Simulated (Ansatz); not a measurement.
An input meant for (H3Ge)2O (Ge2OH6) (charge 0, triplet).

```yaml
crystal:
  periodic: [false, false, false]
  atoms:
    - {symbol: Ge, position_ang: [1.046829, -0.015137, 0.400209]}
    - {symbol: H, position_ang: [1.258175, -0.424221, -0.505866]}
    - {symbol: H, position_ang: [1.683912, 0.735591, 0.820321]}
    - {symbol: H, position_ang: [0.737126, -0.810294, 1.107216]}
    - {symbol: O, position_ang: [-0.024715, 0.481033, 0.135950]}
    - {symbol: Ge, position_ang: [-1.049513, 0.068932, -0.330117]}
    - {symbol: H, position_ang: [-0.817579, -0.224266, -1.381159]}
    - {symbol: H, position_ang: [-1.202990, -0.743677, 0.183504]}
    - {symbol: H, position_ang: [-1.763303, 0.880285, -0.405622]}
basis:
  gaussian: {orbitals: def2-TZVP, fitting: {mean_field: cc-pVTZ-jkfit}, nuclear_model: gaussian}
magnetization: {spin_polarized: true, initial_magnetization: 2}
hamiltonian: {xc: {name: B97}}
scf: {lower_state_search: off}
```

```sh
$ ansatz run in.yaml --threads 4 --pin off --events-out ev --progress --plain --max-ram 3916MiB
```

It prints (some lines left out):

```
Functional definition: B97
673 factors; integrals over basis functions are off by at most 6.4e-1 eV
mean field evaluation 1: about -115098.6725 eV, gradient 6.4e1 eV
mean field evaluation 2: about -115074.3981 eV, gradient 1.0e2 eV
mean field evaluation 4: about -115110.1781 eV, gradient 7.0e0 eV
mean field evaluation 8: about -115110.2824 eV, gradient 2.1e-1 eV
mean field evaluation 16: about -115110.2817 eV, gradient 3.7e-3 eV
mean field -115110.28172333 eV, -4230.2248287809 hartree, gradient 4.8e-6 eV, S^2 2.002863; 0 other end points of the search recorded, 0 dependent functions left out
reference -115110.28175818 eV, -4230.2248300619 hartree; 40, 38 occupied and 123, 125 virtual orbitals, 673 factors
Total energy: -115110.28175818 eV, -4230.2248300619 hartree
Checks for a lower state left out: stability, starts, cluster_reference, orbital_swaps, neighbouring_geometries, increment
```

**Question.** What is wrong with this run?

**Answer.** The geometry is squeezed to about two thirds of its size. The calculation finished and met its thresholds. The result belongs to that input, not to the species as meant.
